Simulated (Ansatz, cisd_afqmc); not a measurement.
Species: SiBr, charge 0, doublet. SiBr (SMILES [Si]Br, doublet).
B3LYP-D3(BJ)/def2-TZVP minimum from Ansatz (a quantum-chemistry and plane-wave program):
```xyz
2

Si     0.0000     0.0000    -1.6088
Br     0.0000     0.0000     0.6435
```
Charge 0, spin multiplicity 2.

Total energies in def2-SVP, 11 correlated electrons, 19 frozen orbitals. Open shells are spin-unrestricted; no spin-orbit coupling. Correlated methods leave the cores frozen (noble-gas shells, and filled d and f shells in the p block). No relativity. AFQMC/CISD: phaseless, guided by CISD from CCSD amplitudes; bars are statistical, one sigma. Outlying blocks are dropped, and bars are widened where a walk drifts. Over all cases where full CI ran beside it in this data, AFQMC minus full CI had a median of +0.1 mEh and passed +0.4 mEh in a tenth of the cases. Spin-orbit terms, left out, reach several kcal/mol for Br and I, and more for heavier atoms.

```json
[
 {"method": "HF", "program": "Ansatz", "energy (Eh)": "-2860.92710", "minus CCSDTQ (mEh)": "209.76"},
 {"method": "MP2", "program": "Ansatz", "energy (Eh)": "-2861.10379", "minus CCSDTQ (mEh)": "33.07"},
 {"method": "CCSD", "program": "Ansatz", "energy (Eh)": "-2861.12958", "minus CCSDTQ (mEh)": "7.28"},
 {"method": "CCSD(T)", "program": "Ansatz", "energy (Eh)": "-2861.13560", "minus CCSDTQ (mEh)": "1.26"},
 {"method": "CCSDT(Q)", "program": "Ansatz", "energy (Eh)": "-2861.13689", "minus CCSDTQ (mEh)": "-0.03"},
 {"method": "CCSDTQ", "program": "Ansatz", "energy (Eh)": "-2861.13686", "minus CCSDTQ (mEh)": "0.00"},
 {"method": "AFQMC/CISD", "program": "cisd_afqmc", "energy (Eh)": "-2861.1363 ± 0.0003", "minus CCSDTQ (mEh)": "0.5 ± 0.3"}
]
```

Rough core times of Ansatz's runs on a shared machine: CCSD(T) under 20 s, CCSDT(Q) under 20 s, CCSDTQ 9 min.
